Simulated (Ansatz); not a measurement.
```xyz
2

C     0.0000    0.0000    0.0000
H     0.0000    0.0000    2.9960
```

Basis set: pcseg-2 (spherical functions). Charge 0, multiplicity 2.

Computed with Ansatz (development build ahead of 0.2.0); each method stands on the lowest determinant of its kind that the runs found.

The atomization energy at this shape (free ground-state atoms in the same class of orbitals less the molecule, no zero-point energy) of doublet CH in separate pieces:

```json
{"method": "PBE (unrestricted)", "atomization energy": "0.06 eV"}
{"method": "UHF", "atomization energy": "0.00 eV"}
```

Question: What does ROHF give?

Answer: -2.29 eV. Caution: the shape is not the minimum. Caution for PBE (unrestricted): charge can spread falsely over distant fragments. Caution for PBE (unrestricted), UHF: the unrestricted determinant is a mixture of spin states. Caution for ROHF: an unrestricted determinant lies well below; the molecule lies well above its atoms at this level.
